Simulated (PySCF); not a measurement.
VF3, SMILES [V]([F])([F])[F] (connectivity only; charge and spin as stated), neutral, multiplicity 3.

Geometry: PBE0-D3(BJ)/def2-SVP. The spin state was assumed, not searched.

The numbers are results of PySCF 2.14.0 with PBE0-D3(BJ)/def2-SVP, not measurements.

Frequencies are harmonic and unscaled.

Computed vibrational spectrum:
```csv
mode,ν (cm⁻¹),IR (km/mol),moving atoms (share of kinetic energy)
1,105,37.7,"F 78 %, V 22 %"
2,133,47.7,"V 53 %, F 47 %"
3,195,9.8,"F 87 %, V 13 %"
4,697,1.3,F 100 %
5,719,253.9,"F 69 %, V 31 %"
6,826,239.4,"F 60 %, V 40 %"
```
